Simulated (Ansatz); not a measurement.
`[SiH3][O][Sn][Cl]` + H–F → `[F][Sn][Cl]` + silanol at 298.15 K and 1 bar (ligand exchange at the Sn–O bond).

Isolated molecules relaxed with PBE0-D4/def2-TZVP in Ansatz; ΔE leaves out vibrations. CBS: MP2 limit from def2 TZ/QZ plus the TZ coupled-cluster correction, frozen cores. This one scheme is used for every species. def2 core potentials past Kr. For Sn outer-core shells are correlated without core-valence functions, which leaves a few kJ/mol of doubt a bond. One conformer a species, not always the lowest.

| species | CCSD(T)/CBS energy (Eh) | H − E (kJ/mol) | S (J/(mol·K)) |
| --- | --- | --- | --- |
| `[SiH3][O][Sn][Cl]` | -1039.98803 | 99.0 | 367.4 |
| H–F | -100.39570 | 33.5 | 173.6 |
| `[F][Sn][Cl]` | -773.69640 | 19.5 | 299.8 |
| `O[SiH3]` | -366.69042 | 113.6 | 257.8 |

H − E and S are ideal-gas, rigid-rotor, harmonic terms from PBE0-D4/def2-TZVP, for one conformer and one mirror image of each species. 1 Eh = 2625.50 kJ/mol, R = 8.31446 J/(mol·K).

**Question.** By hand: ΔE, ΔH, ΔS and ΔG.

**Answer.** ΔE = (-773.69640) + (-366.69042) − (-1039.98803) − (-100.39570) = -0.00309 Eh = -8.1 kJ/mol. Δ(H − E) = 19.5 + 113.6 − 99.0 − 33.5 = 0.6, so ΔH = -7.5 kJ/mol. ΔS = 299.8 + 257.8 − 367.4 − 173.6 = 16.6 J/(mol·K). ΔG = -7.5 − 298.15 × (16.6)/1000 = -12.4 kJ/mol.

**Question.** By hand: the equilibrium constant, and the temperature at which ΔG would vanish if ΔH and ΔS stayed fixed.

**Answer.** log₁₀ K = −ΔG/(RT ln 10) = 2.2. ΔH and −TΔS have one sign here, so there is no such temperature.

TΔS isn't small against ΔH here. A doubt of 5 kJ/mol in ΔE shifts log₁₀ K by 0.9 here. Other conformers and mirror images would add mixing entropy, several J/(mol·K) or more a flexible species. These are equilibria of isolated gas molecules and say nothing of rates. Largest T1 diagnostic: 0.016 (customary marks: 0.02 for closed shells, 0.045 for open ones).
